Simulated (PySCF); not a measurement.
C2H6AlF3Si, SMILES F[Si]([Al]([CH3])[CH3])(F)F, PBE0/def2-SVP optimised geometry.

```
13

Si     1.89     0.01     0.00
F      2.53    -0.12     1.48
F      2.52    -1.21    -0.86
F      2.55     1.36    -0.63
Al    -0.56     0.01     0.00
C     -1.42    -1.74     0.06
C     -1.46     1.75     0.00
H     -0.99    -2.43    -0.68
H     -2.51    -1.70    -0.10
H     -1.25    -2.21     1.05
H     -2.55     1.68    -0.17
H     -1.31     2.25     0.97
H     -1.03     2.43    -0.76
```

Density from PySCF with PBE0/def2-TZVP at that geometry.

Minimum of the electron density along straight lines between bonded atoms, close to the bond critical point (lines longer than 1.1 times the sum of covalent radii, or with two minima, are not listed):

| bond | length / Å | ρ at the minimum / e bohr⁻³ | ∇²ρ there / e bohr⁻⁵ | position (fraction from the first atom) |
|---|---|---|---|---|
| Si1–F2 | 1.619 | 0.133 | 0.90 | 0.42 |
| Si1–F3 | 1.619 | 0.133 | 0.90 | 0.42 |
| Si1–F4 | 1.618 | 0.134 | 0.90 | 0.42 |
| Si1–Al5 | 2.459 | 0.063 | 0.05 | 0.65 |
| Al5–C6 | 1.952 | 0.087 | 0.26 | 0.40 |
| Al5–C7 | 1.952 | 0.087 | 0.26 | 0.40 |
| C6–H8 | 1.103 | 0.263 | -0.84 | 0.64 |
| C6–H9 | 1.101 | 0.265 | -0.86 | 0.64 |
| C6–H10 | 1.105 | 0.260 | -0.83 | 0.64 |
| C7–H11 | 1.101 | 0.265 | -0.86 | 0.64 |
| C7–H12 | 1.105 | 0.260 | -0.83 | 0.64 |
| C7–H13 | 1.103 | 0.263 | -0.85 | 0.64 |
